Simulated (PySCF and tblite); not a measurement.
Results of a calculation; reference values are marked as such.
System: CH₄O₂Si, numbered as in [O:1]=[CH:2][O:3][SiH3:4].

For the rotation about the C2–O3 bond (torsion O1–C2–O3–Si4 from 0° to 179°, rising): electronic barrier 7.08 kcal/mol, zero-point change -0.43 kcal/mol, thermal and entropy terms at 350 K a further 0.43 kcal/mol (symmetry numbers apart). The minimum is Cs, the saddle C1. The path came from a restrained scan, a climbing-image band and a saddle search at GFN2-xTB; energies are PBE0/pcSseg-2 + D3(BJ)//PBE0-D3(BJ)/def2-SVP, thermal terms GFN2-xTB. Rate constants are transition-state-theory values, counting equivalent paths, without tunnelling. (PySCF 2.14 with density fitting, tblite 0.8.)

Question: How many equivalent paths lead out of the minimum?

Answer: 2: the symmetry number of the minimum is 1, that of the saddle displaced along its mode 1, and the displaced saddle is chiral while the minimum is not, which doubles the count.

Question: Work out the rate at 350 K.

Answer: ΔG‡ = 7.08 kcal/mol; k_B T/h = 7.3×10¹² s⁻¹; exp(−ΔG‡/RT) = 3.8×10⁻⁵; times 2 gives k = 5.5×10⁸ s⁻¹. Wigner's tunnelling factor for the 120i cm⁻¹ mode would be 1.01.
